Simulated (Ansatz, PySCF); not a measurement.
3-silyloxypropanenitrile (C3H7NOSi), SMILES N#CCCO[SiH3]. Atoms are numbered in the order given.

```xyz
13

N     -0.5919     3.6358     0.0000
C     -0.0044     2.6325     0.0000
C      0.6956     1.3560     0.0000
C     -0.2653     0.1643     0.0000
O      0.5156    -1.0059     0.0000
Si    -0.1364    -2.5479     0.0000
H      1.3486     1.2937    -0.8865
H      1.3486     1.2937     0.8865
H     -0.9191     0.2159     0.8928
H     -0.9191     0.2159    -0.8928
H     -0.9832    -2.7582     1.2144
H     -0.9832    -2.7582    -1.2144
H      1.0185    -3.4810     0.0000
```

Geometry: r2SCAN-D4/def2-SVP. One conformer was computed; it need not be the lowest.

Two levels are set side by side: PBE-D3(BJ)/def2-SVP (Ansatz, an electronic-structure program) and r2SCAN-D4/def2-SVP (Ansatz). Each level has its own optimised geometry; the coordinates shown are those of the second. Frequencies come from the Hessian of PySCF at each geometry. Differences are taken from unrounded values.

```json
[
 {"quantity": "mean bond length (Å)", "r2SCAN-D4": "1.344"},
 {"quantity": "bond N1–C2 (Å)", "r2SCAN-D4": "1.163"},
 {"quantity": "bond C2–C3 (Å)", "r2SCAN-D4": "1.456"},
 {"quantity": "bond C3–C4 (Å)", "r2SCAN-D4": "1.531"},
 {"quantity": "bond C4–O5 (Å)", "r2SCAN-D4": "1.407"},
 {"quantity": "bond O5–Si6 (Å)", "r2SCAN-D4": "1.674"},
 {"quantity": "bond C3–H7 (Å)", "r2SCAN-D4": "1.103"},
 {"quantity": "bond C3–H8 (Å)", "r2SCAN-D4": "1.103"},
 {"quantity": "bond C4–H9 (Å)", "r2SCAN-D4": "1.108"},
 {"quantity": "bond C4–H10 (Å)", "r2SCAN-D4": "1.108"},
 {"quantity": "bond Si6–H11 (Å)", "r2SCAN-D4": "1.495"},
 {"quantity": "bond Si6–H12 (Å)", "r2SCAN-D4": "1.495"},
 {"quantity": "bond Si6–H13 (Å)", "r2SCAN-D4": "1.485"},
 {"quantity": "highest harmonic wavenumber (cm⁻¹)", "r2SCAN-D4": "3117"},
 {"quantity": "mean harmonic wavenumber (cm⁻¹)", "r2SCAN-D4": "1255"},
 {"quantity": "zero-point energy (kcal/mol)", "r2SCAN-D4": "59.22"}
]
```

**Question.** What does PBE-D3(BJ) give, and how far is it from r2SCAN-D4? (Estimate from the structure and the level; the computed values follow.)

**Answer.** 
| quantity | PBE-D3(BJ) | PBE-D3(BJ) minus r2SCAN-D4 |
|---|---|---|
| mean bond length (Å) | 1.353 | 0.009 |
| bond N1–C2 (Å) | 1.171 | 0.009 |
| bond C2–C3 (Å) | 1.460 | 0.004 |
| bond C3–C4 (Å) | 1.537 | 0.006 |
| bond C4–O5 (Å) | 1.412 | 0.005 |
| bond O5–Si6 (Å) | 1.688 | 0.014 |
| bond C3–H7 (Å) | 1.110 | 0.008 |
| bond C3–H8 (Å) | 1.110 | 0.008 |
| bond C4–H9 (Å) | 1.116 | 0.008 |
| bond C4–H10 (Å) | 1.116 | 0.008 |
| bond Si6–H11 (Å) | 1.507 | 0.012 |
| bond Si6–H12 (Å) | 1.507 | 0.012 |
| bond Si6–H13 (Å) | 1.496 | 0.012 |
| highest harmonic wavenumber (cm⁻¹) | 3045 | -73 |
| mean harmonic wavenumber (cm⁻¹) | 1221 | -34 |
| zero-point energy (kcal/mol) | 57.59 | -1.63 |
